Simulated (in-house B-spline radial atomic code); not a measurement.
A fraction x of an electron is removed from 4d in Ru5+, starting from [Kr] 4d3 and keeping the highest spin. Computed with an all-electron radial atomic-structure program (B-spline basis): scalar-relativistic (X2C) BLYP, spin-polarised, spherical fractional occupations, Fermi nucleus of rms radius 4.4809 fm.

```tsv
x	E(x) - E(0) (eV)	4d up level (eV)
0	0.0000	-68.536
0.02	1.3739	-68.855
0.14	9.7519	-70.780
0.27	19.0896	-72.879
0.45	32.4712	-75.810
0.5	36.2822	-76.629
0.55	40.1341	-77.450
0.63	46.3828	-78.768
0.84	63.2892	-82.252
0.89	67.4226	-83.086
1	76.6634	-84.930
```

The exact functional would give a straight line between the two integer points. Deviations E(x) - E(0) - x[E(1) - E(0)], in eV: -0.159 at x = 0.02, -0.981 at x = 0.14, -1.61 at x = 0.27, -2.027 at x = 0.45, -2.049 at x = 0.5, -2.031 at x = 0.55, -1.915 at x = 0.63, -1.108 at x = 0.84, -0.808 at x = 0.89.

The curve lies below the straight line by up to 2.049 eV (at x = 0.5): convex, the delocalisation error that favours fractional charges.

Q: How well does Slater's transition state (minus the level at half occupation) give the ionisation energy?

A: It gives 76.629 eV against 76.663 eV from the two total energies; NIST lists 76.00 eV, ground level to ground level.
